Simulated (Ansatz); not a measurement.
Consider the cleavage of the Ge–Si bond: `[F][GeH2][SiH2]Cl` + `C[SeH]` → `C[Se][GeH2][F]` + `[SiH3]Cl`.

Calculated with Ansatz (gas phase, PBE0-D4/def2-TZVP geometries, no zero-point term in ΔE). CCSD(T)/CBS adds triple-zeta CCSD(T) − MP2 to the extrapolated MP2 energy (def2 sets, frozen cores). This one scheme is used for every species. For Ge, Se outer-core shells are correlated without core-valence functions, which leaves a few kJ/mol of doubt a bond. Scalar relativity is left out up to krypton. One conformer a species, not always the lowest.

```json
{"species": "`[F][GeH2][SiH2]Cl`", "CCSD(T)/CBS(def2) energy (Eh)": "-2927.24228"}
{"species": "`C[SeH]`", "CCSD(T)/CBS(def2) energy (Eh)": "-2441.15625"}
{"species": "`C[Se][GeH2][F]`", "CCSD(T)/CBS(def2) energy (Eh)": "-4617.72550"}
{"species": "`[SiH3]Cl`", "CCSD(T)/CBS(def2) energy (Eh)": "-750.69636"}
```

(1) Work out ΔE.

Largest T1 diagnostic among the species: 0.011.

Results:

(1) ΔE = (-4617.72550) + (-750.69636) − (-2927.24228) − (-2441.15625) = -0.02333 Eh = -14.6 kcal/mol.

Leaving LDA and LC-ωPBE aside and taking each functional with its dispersion term where it has one, the values, not all of them listed here, spread over 2.3 kcal/mol, from BHLYP-D4 to PBE-D4. From PBE to PBE0 (25 % exact exchange), in def2-TZVPP and without D4, ΔE moves by −0.7 kcal/mol.
